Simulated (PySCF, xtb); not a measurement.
CH8BNO2Si, SMILES C[SiH2]NB(O)O.

GFN2-xTB (xtb) at its own geometry gives an orbital gap of 5.79 eV and a dipole moment of 3.10 D.

Geometry optimised at r2SCAN-D4/def2-SVP. This is a generated structure with no PubChem entry under its InChIKey; it may be hypothetical. The values are those of a single conformer.

Q: What does M06-2X/def2-TZVP run with PySCF give? (An estimate is asked for; the answer gives what the named calculation found.)

A: gap 9.88 eV (levels -9.10 and 0.77 eV), dipole 3.50 D.
